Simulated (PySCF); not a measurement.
A species of formula C6H5NO has this rotational fingerprint, computed with B3LYP/def2-SVPD in PySCF (dipole) on a GFN2-xTB geometry, gas phase:

- Rotational constants: A = 7819, B = 838.0, C = 767.8 MHz
- Dipole components: |μa| = 2.82 D, |μb| = 1.29 D, |μc| = 0.88 D
- Inertial defect: -9.57 u·Å²
- κ: -0.98

**Question.** Which structure is it? (One computed conformer of each.)
A. `[CH:1]#[C:2][C:3]#[C:4][CH2:5][C:6]([NH2:7])=[O:8]` with C4–C5–C6–N7 21°, C5–C6–N7–H -179° and -6°
B. `[CH:1]#[C:2][CH2:3][NH:4][C:5](=[O:6])[C:7]#[CH:8]` with C2–C3–N4–C5 -120°, C3–N4–C5–O6 -4°

**Answer.** A. It is C#CC#CCC(N)=O, a near-prolate asymmetric top, point group C1. The candidates at the same level (rigid rotor, commonest isotopes):

```
       SMILES  A (MHz)  B (MHz)  C (MHz)  μa (D)  μb (D)  μc (D)  Δ (u·Å²)  point group                        rotor
C#CC#CCC(N)=O     7819    838.0    767.8    2.82    1.29    0.88     -9.57           C1  near-prolate asymmetric top
C#CCNC(=O)C#C     4889     1060    943.2    0.80    3.12    1.71    -44.10           C1  near-prolate asymmetric top
```

`C#CCNC(=O)C#C` has A 37 % too low. No structure here is proved a minimum.
